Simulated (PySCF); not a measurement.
**How methods differ on the excitation energy of Ti²⁺**

Ti²⁺ [Ar] 3d2 (3F) → Ti²⁺ [Ar] 3d1 4s1 (3D), as a difference of total energies. Calculation: PySCF 2.14, in aug-cc-pVTZ with one added diffuse shell each of s, p, d, f, g type (9s8p6d4f3g, 118 functions); the non-relativistic Hamiltonian (point nucleus). Correlated levels: valence: [Ar] frozen. The calculations carry no spin-orbit coupling.

| method | excitation energy (eV) |
| --- | --- |
| UHF | 4.821 |
| LDA | 5.036 |
| PBE | 5.117 |
| PBE0 | 5.199 |
| r2SCAN | 5.439 |
| BP86 | 5.175 |
| B97-3 | 5.304 |
| CAM-B3LYP | 5.112 |
| MP2 (valence) | 4.855 |
| SCS-MP2 (valence) | 4.832 |

Problem. How much does correlation contribute at MP2 (valence)?

Solution. 4.855 − (4.821) = 0.034 eV, measured against UHF.

A first-order spin-orbit estimate (lowest level to lowest level, LS coupling) adds 0.005 eV.
